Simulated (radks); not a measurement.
Spin polarisation of the 4f5 shell in neutral promethium. Start: [Xe] 4f(up 2.5, down 2.5) 6s2; electrons of 4f are moved from spin down to spin up, other shells keep equal spins. Calculated with a radial shooting solver on a logarithmic mesh with Libxc functionals: scalar-relativistic Kohn-Sham, PBE, spin-polarised, spherical densities, point nucleus.

| moment (Bohr magnetons) | E - E(0) (eV) | e(4f up) (eV) | e(4f down) (eV) | 6s down minus up (eV) | 5p down minus up (eV) |
|---|---|---|---|---|---|
| 0 | 0.000 | -2.154 | -2.154 | 0.000 | 0.000 |
| 1 | -0.163 | -2.459 | -1.807 | 0.040 | 0.342 |
| 2 | -0.653 | -2.722 | -1.419 | 0.080 | 0.685 |
| 3 | -1.466 | -2.935 | -0.988 | 0.122 | 1.031 |
| 4 | -2.600 | -3.089 | -0.508 | 0.166 | 1.379 |

At moment 4 the spin-polarisation energy is -2.600 eV and the 4f exchange splitting 2.581 eV, that is 0.645 eV per Bohr magneton; E = -I m^2/4 would give I = 0.650 eV.
